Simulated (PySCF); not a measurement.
**From computed data to an observable: entropy of an ideal gas**

CH2O3, SMILES O=C(O)O.

Geometry optimised at B3LYP-D3(BJ)/def2-SVP. Other conformers were not sampled.

B3LYP-D3(BJ)/def2-SVP in PySCF gives the harmonic wavenumbers 533, 559, 604, 612, 804, 1002, 1171, 1290, 1491, 1885, 3806, 3809 cm⁻¹ and the rotational temperatures 0.5777, 0.5411, 0.2794 K. The molar mass is 62.02 g/mol, the symmetry number 2, the spin multiplicity 1.

### Question
Work out the entropy at 298.15 K and 1 atm in the rigid-rotor, harmonic-oscillator model.

### Answer

Translation (Sackur–Tetrode at 1 atm): S = R[1.5 ln M + 2.5 ln T − 1.16487] = 160.2 J/(mol K).
Rotation: q = (√π/σ) T^1.5/√(θA θB θC) = 15400, S = R[ln q + 3/2] = 92.7 J/(mol K).
Vibration: with u = 1.4388 ν/T, each mode gives R[u/(e^u − 1) − ln(1 − e^−u)]:
```csv
ν (cm⁻¹),modes,u,S (J/(mol K))
533,1,2.57,2.43
559,1,2.70,2.20
604,1,2.91,1.85
612,1,2.95,1.80
804,1,3.88,0.85
1002,1,4.84,0.39
1171,1,5.65,0.19
1290,1,6.23,0.12
1491,1,7.20,0.05
1885,1,9.10,0.01
```
The stiffer modes add less than 0.005 each. Sum 9.9 J/(mol K).
Spin: R ln 1 = 0.0 J/(mol K).
Total 262.8 J/(mol K); the program's own thermochemistry gives 262.8. Translation makes up 61 % and vibration 4 %. Anharmonicity, hindered rotation and orbital degeneracy are left out.
